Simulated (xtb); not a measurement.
xtb input (GFN1-xTB):

```bash
xtb mol.xyz --gfn 1 --sp --chrg -1 --uhf 0
```
mol.xyz:
```
7

C      1.04026750    -0.37593961    -0.01423724
N     -0.11684659     0.48974460     0.19151581
C     -1.24598269    -0.02303043    -0.18381086
H      1.77800493     0.11733555    -0.66719488
H      1.55320242    -0.56566915     0.94223077
H      0.76036857    -1.34627438    -0.46512181
H     -2.03935871     0.76021600     0.03776388
```

End of the output:

```
         :::::::::::::::::::::::::::::::::::::::::::::::::::::
         ::                     SUMMARY                     ::
         :::::::::::::::::::::::::::::::::::::::::::::::::::::
         :: total energy              -9.648085972469 Eh    ::
         :: gradient norm              0.026784284151 Eh/a0 ::
         :: HOMO-LUMO gap              2.684318473288 eV    ::
         ::.................................................::
         :: SCC energy                -9.746010752213 Eh    ::
         :: -> electrostatic           0.158690634328 Eh    ::
         :: repulsion energy           0.099291586676 Eh    ::
         :: dispersion energy         -0.001366806932 Eh    ::
         :: halogen bond corr.         0.000000000000 Eh    ::
         :: add. restraining           0.000000000000 Eh    ::
         :: total charge              -1.000000000000 e     ::
         :::::::::::::::::::::::::::::::::::::::::::::::::::::

           -------------------------------------------------
          |                Property Printout                |
           -------------------------------------------------

    * Orbital Energies and Occupations

         #    Occupation            Energy/Eh            Energy/eV
      -------------------------------------------------------------
         1        2.0000           -0.4583301             -12.4718
         2        2.0000           -0.3912861             -10.6474
         3        2.0000           -0.3070832              -8.3562
         4        2.0000           -0.3030431              -8.2462
         5        2.0000           -0.2886327              -7.8541
         6        2.0000           -0.2062379              -5.6120
         7        2.0000           -0.1785461              -4.8585
         8        2.0000           -0.1515173              -4.1230
         9        2.0000           -0.0544603              -1.4819 (HOMO)
        10                          0.0441866               1.2024 (LUMO)
        11                          0.0873681               2.3774
        12                          0.1421673               3.8686
        13                          0.1523458               4.1455
        14                          0.1980111               5.3882
        15                          0.3574055               9.7255
        16                          0.4611432              12.5483
        17                          0.4682777              12.7425
Note: The following floating-point exceptions are signalling: IEEE_DENORMAL
normal termination of xtb
        18                          0.5446050              14.8195
        19                          0.6326801              17.2161
        20                          0.7939450              21.6043
      -------------------------------------------------------------
                  HL-Gap            0.0986469 Eh            2.6843 eV
             Fermi-level           -0.0051368 Eh           -0.1398 eV

  Mulliken/CM5 charges         n(s)   n(p)   n(d)
     1C     0.07221 -0.01108   0.984  2.943  0.000
     2N    -0.43941 -0.63181   1.580  3.859  0.000
     3C    -0.31939 -0.28097   1.342  2.978  0.000
     4H    -0.06296 -0.00422   1.063  0.000  0.000
     5H    -0.06296 -0.00422   1.063  0.000  0.000
     6H    -0.06439 -0.00543   1.064  0.000  0.000
     7H    -0.12310 -0.06227   1.123  0.000  0.000

Wiberg/Mayer (AO) data.
largest (>0.10) Wiberg bond orders for each atom

 ---------------------------------------------------------------------------
     #   Z sym  total        # sym  WBO       # sym  WBO       # sym  WBO
 ---------------------------------------------------------------------------
     1   6 C    3.994 --     2 N    1.017     4 H    0.981     5 H    0.981
                             6 H    0.970
     2   7 N    2.984 --     3 C    1.860     1 C    1.017
     3   6 C    3.037 --     2 N    1.860     7 H    1.025
     4   1 H    1.054 --     1 C    0.981
     5   1 H    1.054 --     1 C    0.981
     6   1 H    1.081 --     1 C    0.970
     7   1 H    1.082 --     3 C    1.025
 ---------------------------------------------------------------------------

Topologies differ in total number of bonds
Writing topology from bond orders to xtbtopo.mol

 dipole moment from electron density (au)
     X       Y       Z
   1.2509  -0.1754   0.1003  total (Debye):    3.221

           -------------------------------------------------
          | TOTAL ENERGY               -9.648085972469 Eh   |
          | GRADIENT NORM               0.026784284151 Eh/α |
          | HOMO-LUMO GAP               2.684318473288 eV   |
           -------------------------------------------------

------------------------------------------------------------------------
------------------------------------------------------------------------
 total:
 SCF:
```

It need not be the lowest isomer of its formula. Whether it binds its extra electron was not tested at this geometry.
